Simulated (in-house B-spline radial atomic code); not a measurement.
# KLI/ALDAx excitations of neutral xenon

Method: KLI/ALDAx. Computed with a B-spline radial code for spherical atoms: linear response of the closed shell [Kr] 4d10 5s2 5p6 with the adiabatic LDA exchange kernel on the exchange-only KLI potential; scalar-relativistic (spin-free one-electron X2C), finite nucleus, no spin-orbit coupling, no double excitations, S, P, D and F terms only; shells from n = 3 respond. Only terms of natural parity with L up to 3 were computed.

Command:
```bash
python run_td.py task.json out
```
Settings (radii: box in bohr, nucleus in fm):
```
Z                        54
electrons                54
configuration            [Kr] 4d10 5s2 5p6
hamiltonian              x2c
method                   kli
box_radius               75
rms_radius               4.7859
intervals                113
```

Run time, properties included: 10 s on 1 thread of Arm Neoverse N1, with other jobs on the host.

The lowest states, in the order of their Tamm-Dancoff energies; the method's threshold (minus the highest occupied level) is 12.372 eV. Labels give the largest channel, * marks a mixed state, and oscillator strengths are full-response dipole values. Semilocal kernels can invert the small singlet-triplet splittings of Rydberg terms. Energies in eV:

```
     state  full response  Tamm-Dancoff  oscillator strength
5p → 6s 3P          8.119         8.140                    -
5p → 6s 1P              ?             ?                    ?
5p → 6p 3S          9.495         9.514                    -
5p → 5d 3P          9.559         9.598                    -
5p → 6p 3D          9.715         9.721                    -
5p → 5d 3F          9.746         9.774                    -
5p → 6p 1D          9.824         9.827                    -
5p → 5d 1F         10.156        10.162                    -
5p → 6p 1S         10.157        10.195                    -
5p → 5d 1P         10.585        10.625                0.627
5p → 7s 3P         10.725        10.727                    -
5p → 7s 1P         10.787        10.792                0.163
5p → 7p 3S              ?             ?                    -
5p → 7p 3D         11.149        11.150                    -
5p → 6d 3P         11.157        11.163                    -
5p → 7p 1D         11.179        11.180                    -
```

**Question.** Where does 5p → 6s 1P lie?

**Answer.** At 8.464 eV in full response, 8.474 eV in Tamm-Dancoff, oscillator strength 0.386.

**Question.** Where does 5p → 7p 3S lie?

**Answer.** At 11.101 eV in full response, 11.105 eV in Tamm-Dancoff.

**Question.** How large is the singlet-triplet splitting of 5p → 6s (P terms) in Tamm-Dancoff?

**Answer.** 0.334 eV, from the unrounded values.

**Question.** What polarisabilities and dispersion coefficient does the method give?

**Answer.** Dipole 27.92 bohr³, quadrupole 218.4 bohr⁵, C6 298.2 hartree·bohr⁶ for two such species. Recommended dipole value: 27.32 ± 0.2 bohr³ (Schwerdtfeger and Nagle, table of static dipole polarizabilities (2023 update)), which includes relativity and correlation.
